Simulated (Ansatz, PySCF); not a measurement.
C4H10BN, SMILES C=C(C)B(C)N. Atoms are numbered in the order given.

```xyz
16

C      1.6408     0.0674     1.0701
C      0.7946    -0.2423     0.0679
C      1.2085    -1.2151    -1.0128
B     -0.6761     0.3495     0.0441
C     -1.8999    -0.5184    -0.4750
N     -0.8807     1.6660     0.4875
H      1.3490     0.7419     1.8829
H      2.6505    -0.3568     1.1378
H      1.1209    -0.7595    -2.0147
H      0.5474    -2.0991    -1.0181
H      2.2456    -1.5633    -0.8842
H     -2.8777    -0.0193    -0.3726
H     -1.9545    -1.4861     0.0544
H     -1.7645    -0.7671    -1.5435
H     -1.7949     2.1027     0.5403
H     -0.1213     2.2736     0.7782
```

The structure is a stationary point at TPSSh-D3(BJ)/def2-SVP. This is a generated structure with no PubChem entry under its InChIKey; it may be hypothetical. One conformer was computed; it need not be the lowest.

Two levels are set side by side: PBE-D3(BJ)/def2-SVP (Ansatz, a program for electronic structure) and TPSSh-D3(BJ)/def2-SVP (PySCF). Each level has its own optimised geometry; the coordinates shown are those of the second. Frequencies come from the Hessian of PySCF at each geometry. Differences are taken from unrounded values.

```
quantity                            TPSSh-D3(BJ)  PBE-D3(BJ)  PBE-D3(BJ) minus TPSSh-D3(BJ)
----------------------------------  ------------  ----------  -----------------------------
mean bond length (Å)                       1.219       1.224                          0.005
bond C1–C2 (Å)                             1.348       1.354                          0.007
bond C2–C3 (Å)                             1.512       1.511                         -0.001
bond C2–B4 (Å)                             1.586       1.587                          0.001
bond B4–C5 (Å)                             1.588       1.587                          0.000
bond B4–N6 (Å)                             1.404       1.407                          0.003
bond C1–H7 (Å)                             1.096       1.104                          0.008
bond C1–H8 (Å)                             1.097       1.105                          0.008
bond C3–H9 (Å)                             1.104       1.112                          0.008
bond C3–H10 (Å)                            1.104       1.112                          0.008
bond C3–H11 (Å)                            1.102       1.109                          0.008
bond C5–H12 (Å)                            1.103       1.109                          0.007
bond C5–H13 (Å)                            1.104       1.111                          0.007
bond C5–H14 (Å)                            1.105       1.112                          0.007
bond N6–H15 (Å)                            1.015       1.020                          0.006
bond N6–H16 (Å)                            1.015       1.021                          0.006
highest harmonic wavenumber (cm⁻¹)          3663        3605                            -58
mean harmonic wavenumber (cm⁻¹)             1445        1407                            -37
zero-point energy (kcal/mol)               86.74       84.51                          -2.23
```

Exact exchange shortens and stiffens bonds; PBE has none. Differences between two approximate levels are no errors against the true value.
